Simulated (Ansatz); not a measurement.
`C[NH][Al]([NH2])[OH]`, relaxed with RKS PBE-D4/def2-SVP in the Gaussian-basis code of Ansatz from a rough embedded geometry. The force threshold is 0.03 eV/Å; the program also tests the step.

Charge 0, multiplicity 1.

Start:

```xyz
12

C     0.806    0.264    1.486
N     0.491   -0.908    0.769
Al   -0.185   -0.446   -0.973
N    -1.727    0.598   -1.189
O     0.611   -1.147   -2.489
H     1.262    0.030    2.485
H    -0.025    0.946    1.608
H     1.670    0.813    0.915
H    -0.264   -1.399    1.322
H    -1.471    1.542   -0.651
H    -2.479    0.215   -0.576
H     1.311   -0.506   -2.706
```

Problem. By how much does the energy fall, and how many steps does the optimiser take? (An estimate is asked.)

Solution. Computed: 151.63 kJ/mol, in 22 steps, 2 of them rejected.

Problem. Which bonds change most? (An estimate is asked.)

Solution. The calculation gave: N2–Al3 from 1.925 to 1.792 Å; Al3–O5 from 1.850 to 1.723 Å; N4–H10 from 1.116 to 1.020 Å; Al3–N4 from 1.875 to 1.780 Å.

Problem. Give the relaxed structure. (Best estimate.)

Solution. The calculation gave: 
```xyz
12

C     0.715    0.316    1.701
N     0.637   -0.611    0.588
Al   -0.262   -0.376   -0.945
N    -1.438    0.952   -1.087
O    -0.026   -1.373   -2.330
H     1.764    0.582    1.977
H     0.222   -0.057    2.633
H     0.213    1.271    1.437
H     1.147   -1.479    0.768
H    -1.869    1.451   -0.308
H    -1.877    1.229   -1.966
H     0.772   -1.904   -2.467
```
